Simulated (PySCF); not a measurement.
A hydrogen-terminated cluster with one unit changed: Si6H12, framework. Isolated molecules, 0 K electronic values unless said otherwise. One relaxed conformer stands for each flexible species; it need not be the lowest. Strings in code marks are SMILES.

Computed with PBE-D3(BJ)/def2-TZVP // PBE0-D3(BJ)/def2-SVP (PySCF). Excitations are Tamm–Dancoff values on a coarser integration grid. The basis has no diffuse functions, so Rydberg states are missing or too high.

```csv
species,HOMO (eV),S1 oscillator strength,T1 excitation (TDA) (eV),HOMO–LUMO gap (eV),S1 excitation (TDA) (eV)
a SiH2 unit replaced by SnH2 (`[SiH2]1[SiH2][SiH2][SnH2][SiH2][SiH2]1`),-6.53,0.005,4.75,?,5.10
a SiH2 unit replaced by GaH1 (`[GaH]1[SiH2][SiH2][SiH2][SiH2][SiH2]1`),-6.15,?,2.68,2.95,3.18
a SiH2 unit replaced by OH0 (`[SiH2]1[SiH2][SiH2][SiH2]O[SiH2]1`),-6.38,0.009,4.31,4.54,4.76
a SiH2 unit replaced by SH0 (`[SiH2]1[SiH2][SiH2]S[SiH2][SiH2]1`),-5.97,?,4.09,4.26,4.41
a SiH2 unit replaced by BH2− (`[SiH2]1[SiH2][BH2-][SiH2][SiH2][SiH2]1`),-2.06,–,–,–,–
a SiH2 unit replaced by SbH2+ (`[SiH2]1[SiH2][SiH2][SbH2+][SiH2][SiH2]1`),?,?,4.34,4.43,?
```

Q: Complete the blanks.

A: 
- a SiH2 unit replaced by SnH2 (`[SiH2]1[SiH2][SiH2][SnH2][SiH2][SiH2]1`), HOMO–LUMO gap (eV): 4.92
- a SiH2 unit replaced by GaH1 (`[GaH]1[SiH2][SiH2][SiH2][SiH2][SiH2]1`), S1 oscillator strength: 0.004
- a SiH2 unit replaced by SH0 (`[SiH2]1[SiH2][SiH2]S[SiH2][SiH2]1`), S1 oscillator strength: 0.000
- a SiH2 unit replaced by SbH2+ (`[SiH2]1[SiH2][SiH2][SbH2+][SiH2][SiH2]1`), HOMO (eV): -10.66
- a SiH2 unit replaced by SbH2+ (`[SiH2]1[SiH2][SiH2][SbH2+][SiH2][SiH2]1`), S1 oscillator strength: 0.000
- a SiH2 unit replaced by SbH2+ (`[SiH2]1[SiH2][SiH2][SbH2+][SiH2][SiH2]1`), S1 excitation (TDA) (eV): 4.49
